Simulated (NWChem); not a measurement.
# C₄H₈; SMILES CC1CC1

Results from NWChem. The geometry was optimised at PBE0/def2-SVP. Level: PBE0/def2-SVP with SMD (1 M gas to 1 M solution), gas-phase geometry.

For solvent water:

```yaml
solvation free energy (kcal/mol): 0.7
cavity-dispersion-structure term (kcal/mol): 2.3
```

**Question.** Estimate the same quantities for solvent toluene.

**Answer.** 
| Quantity | Result |
|---|---|
| solvation free energy (kcal/mol) | -3.7 |
| cavity-dispersion-structure term (kcal/mol) | -2.8 |
